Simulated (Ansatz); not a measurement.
`[F][Ti]([F])([F])[F]` + `C=C(S)I` → `[F][Ti]([F])([F])[I]` + `C=C(F)S` at 600 K and 1 bar (formal exchange of groups at a Ti–F bond).

Program: Ansatz. Geometries: PBE0-D4/def2-TZVP. ΔE: electronic, gas phase. CBS: MP2 limit from def2 TZ/QZ plus the TZ coupled-cluster correction, frozen cores. Elements past krypton have def2 core potentials. For I, Ti outer-core shells are correlated without core-valence functions, which leaves a few kJ/mol of doubt a bond. Scalar relativity is left out up to krypton. Each species was taken in one conformer, which may not be the lowest.

| species | CCSD(T)/CBS energy (Eh) | H − E (kJ/mol) | S (J/(mol·K)) |
| --- | --- | --- | --- |
| `[F][Ti]([F])([F])[F]` | -1248.36877 | 71.1 | 370.2 |
| `C=C(S)I` | -773.09187 | 153.7 | 387.9 |
| `[F][Ti]([F])([F])[I]` | -1446.00030 | 69.7 | 416.4 |
| `C=C(F)S` | -575.43615 | 157.0 | 355.5 |

H − E and S are ideal-gas, rigid-rotor, harmonic terms from PBE0-D4/def2-TZVP, for one conformer and one mirror image of each species. 1 Eh = 2625.50 kJ/mol, R = 8.31446 J/(mol·K).

**Question.** By hand: ΔE, ΔH, ΔS and ΔG.

**Answer.** ΔE = (-1446.00030) + (-575.43615) − (-1248.36877) − (-773.09187) = 0.02419 Eh = 63.5 kJ/mol. Δ(H − E) = 69.7 + 157.0 − 71.1 − 153.7 = 1.9, so ΔH = 65.4 kJ/mol. ΔS = 416.4 + 355.5 − 370.2 − 387.9 = 13.8 J/(mol·K). ΔG = 65.4 − 600 × (13.8)/1000 = 57.1 kJ/mol.

**Question.** By hand: the equilibrium constant, and the temperature at which ΔG would vanish if ΔH and ΔS stayed fixed.

**Answer.** log₁₀ K = −ΔG/(RT ln 10) = -5.0. ΔG = 0 at ΔH/ΔS = 4739 K, far beyond where these terms or the molecules hold.

The number of gas molecules stays the same, so ΔS is small and ΔH decides. A doubt of 5 kJ/mol in ΔE shifts log₁₀ K by 0.4 here. Other conformers and mirror images would add mixing entropy, several J/(mol·K) or more a flexible species. These are equilibria of isolated gas molecules and say nothing of rates. Largest T1 diagnostic: 0.023 (customary marks: 0.02 for closed shells, 0.045 for open ones).
